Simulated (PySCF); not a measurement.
C2H8BP, SMILES CB(C)P.

The structure is a stationary point at B3LYP-D3(BJ)/def2-SVP. Other conformers were not sampled.

Two levels are set side by side: TDDFT-PBE/def2-SVPD (PySCF) and TDDFT-ωB97X/def2-SVPD (PySCF). Vertical, same geometry. The lowest singlet is HOMO→LUMO 95 % with PBE and HOMO→LUMO 85 % with the other functional; states are paired by order. Differences are taken from unrounded values.

| quantity | TDDFT-ωB97X | TDDFT-PBE | TDDFT-PBE minus TDDFT-ωB97X |
|---|---|---|---|
| lowest singlet excitation (eV) | 5.41 | 4.75 | -0.66 |
| lowest triplet excitation (TDA) (eV) | 4.44 | 3.69 | -0.75 |
| first bright state (f over 0.05) (eV) | 5.41 | 4.75 | -0.66 |
| its oscillator strength | 0.07 | 0.07 | 0.01 |

Functionals without exact exchange tend to place singlet excitations lower, as here. Differences between two approximate levels are no errors against the true value.

Rough cost on one machine, each run with all the roots and properties that it gave: TDDFT-ωB97X against TDDFT-PBE about 7 times.
